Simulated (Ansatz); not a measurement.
Reaction R1 → 3 P1, each structure at its B3LYP-D3(BJ)/def2-TZVP stationary point, reached from a drawn start (curvature not checked).
R1, O3 (SMILES O=[O+][O-]) (charge 0, multiplicity 1, Z-matrix in Å and degrees):
```
O
O 1 1.2535
O 1 1.2535 2 118.29
```
P1: O atom, charge 0, multiplicity 3.

P less R. No zero-point or thermal terms; singlets are restricted closed shells; open shells are unrestricted; no spin–orbit coupling.

Correlated levels freeze the cores.

Programs: Ansatz (Gaussian basis) for Hartree–Fock, density functionals and correlated methods. Each number belongs to the level named beside it.

| level | reaction energy (kcal/mol) |
|---|---|
| HF/cc-pVDZ | -65.78 |
| PBE/def2-TZVPP | 184.49 |
| r2SCAN/def2-TZVPP | 151.69 |
| B3LYP/def2-TZVPP | 140.21 |
| CAM-B3LYP/def2-TZVPP | 137.09 |
| wB97M-V/def2-TZVPP | 138.66 |
| B2PLYP/def2-TZVPP | 143.67 |
| SCS-MP2/cc-pVQZ | (withheld) |
| CCSD/cc-pVTZ | (withheld) |

Question: Some entries are withheld; supply them.

Answer: 
- SCS-MP2/cc-pVQZ, reaction energy (kcal/mol): 155.64
- CCSD/cc-pVTZ, reaction energy (kcal/mol): 108.83

Doubts at one or more of the structures used: other coupled-cluster roots may lie near (CCSD/cc-pVTZ).

Ansatz is a quantum-chemistry and plane-wave program.
